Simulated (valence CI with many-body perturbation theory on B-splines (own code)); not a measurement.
**Sensitivity of CI+MBPT for Os XXXVII**

Computed by relativistic CI+MBPT: four valence electrons over a frozen Dirac-Fock core [Kr], a basis of 6 s, 6 p, 5 d, 5 f, 1 g functions for each j, with the one-electron correlation potential Σ1 (screened to all orders), the two-electron term Σ2, the three-electron term Σ3, Breit, model QED; selected single and double excitations, second order for the rest, scaled by the run's own slope (own B-spline code, finite nucleus).

The last digits are not significant, and no measured levels were compared; by estimate large intervals hold to a few tenths of a per cent, small ones and those within an open d or f shell to about a per cent. Only levels of the ground parity were solved; by the run's estimate the other parity begins above the list, which can be wrong where configurations are misplaced.

The reference run has the lowest level (4d3/2^4) J=0 and an ionisation energy of 1606.94 eV. Its largest variational space holds 8713 state functions.

Levels are named by their leading jj configuration (3d3/2^4 stands for four electrons in 3d with j = 3/2), which in mixed levels can hold well under half, so a name can repeat and another be missing. Letters in brackets count levels of one name in rising energy.

Changed runs:
A. size limit of the variational space 10000 → 3000; second order for the rest on → off; highest l in the core sums 6 → 3
B. logarithmic knot step 0.27 → 0.4
C. highest l in the core sums 6 → 5
D. closed core [Kr] → [Kr] 4d1 (bad on purpose)

Excitation energies of the reference run in cm⁻¹, and shifts in cm⁻¹:

```csv
Level,Reference,A,B,C
(4d3/2^3 4d5/2) J=1,138149,+160,-4.0,+1.7
(4d3/2^3 4d5/2) J=4,179881,+639,-3.8,+12
(4d3/2^3 4d5/2) J=2,182917,+339,-4.7,+2.0
(4d3/2^3 4d5/2) J=3,194637,+491,-4.5,+3.3
(4d3/2^2 4d5/2^2) J=0 [a],306189,-79,-6.9,+13
(4d3/2^2 4d5/2^2) J=2 [a],310661,+177,-7.4,+11
(4d3/2^2 4d5/2^2) J=4 [a],316847,+540,-7.6,+15
(4d3/2^2 4d5/2^2) J=3 [a],320984,+465,-7.9,+9.2
(4d3/2^2 4d5/2^2) J=5,336978,+756,-7.6,+19
(4d3/2^2 4d5/2^2) J=1,347846,+16,-7.9,+12
(4d3/2^2 4d5/2^2) J=6,348752,+920,-7.6,+26
(4d3/2^2 4d5/2^2) J=3 [b],361363,+458,-8.1,+12
Ionisation energy (eV),1606.94,+1.02,-0.008,+0.06
```

Run D: It gave no result: the perturbation theory needs a core of closed shells. The program said: "the core must hold closed shells only".
